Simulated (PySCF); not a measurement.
PySCF input file for B(F)2(OMe) (CH₃BF₂O), SMILES COB(F)F, C-PCM-M06-2X/def2-SVP. Geometry optimised at B3LYP-D3(BJ)/def2-SVP. Other conformers were not sampled.

```python
import numpy as np
from pyscf import gto, scf, dft
from pyscf.solvent import pcm

mol = gto.M(
    atom='''
    B    -0.05828358    0.03595703    0.52987468
    F    -0.48585405   -0.44538278    1.68571385
    F     0.57075265    1.20916077    0.53627756
    O    -0.26961284   -0.66306535   -0.59233659
    C     0.15176720   -0.22860713   -1.87432643
    H     0.84355368   -0.97320772   -2.29738363
    H    -0.72595895   -0.15335845   -2.53442215
    H     0.65603539    0.74894453   -1.83083903
    ''',
    basis='def2-SVP',
    charge=0,
    spin=0,
    max_memory=1600,
    verbose=3,
)
mf = dft.RKS(mol, xc='m06-2x').density_fit(auxbasis='def2-universal-jkfit')
mf.grids.level = 4
mf.conv_tol = 1e-9
mf.max_cycle = 100
mf.kernel()
res = {}
for name, eps in {'water': 78.355, 'cyclohexanone': 15.619, '1-octanol': 9.8629}.items():
    s = mf.PCM()
    s.with_solvent.method, s.with_solvent.eps, s.with_solvent.lebedev_order = 'C-PCM', eps, 29
    s.kernel(mf.make_rdm1())
    res[name] = (s.e_tot, eps, s.dip_moment(), s.mo_energy, s.converged)
    print(f'{name}: electrostatic solvation free energy {(s.e_tot - mf.e_tot) * 627.509474:.3f} kcal/mol')
```

Output:

```
converged SCF energy = -339.458799886207

WARN: PCM is an experimental feature. It is still in testing.
Features and APIs may be changed in the future.

converged SCF energy = -339.463921686093
Dipole moment(X, Y, Z, Debye):  0.58048,  0.32932, -2.74979
water: electrostatic solvation free energy -3.214 kcal/mol

WARN: PCM is an experimental feature. It is still in testing.
Features and APIs may be changed in the future.

converged SCF energy = -339.463632439656
Dipole moment(X, Y, Z, Debye):  0.57497,  0.32489, -2.72861
cyclohexanone: electrostatic solvation free energy -3.032 kcal/mol

WARN: PCM is an experimental feature. It is still in testing.
Features and APIs may be changed in the future.

converged SCF energy = -339.463423398749
Dipole moment(X, Y, Z, Debye):  0.57101,  0.32173, -2.71336
1-octanol: electrostatic solvation free energy -2.901 kcal/mol
```

Self-consistency was reached.
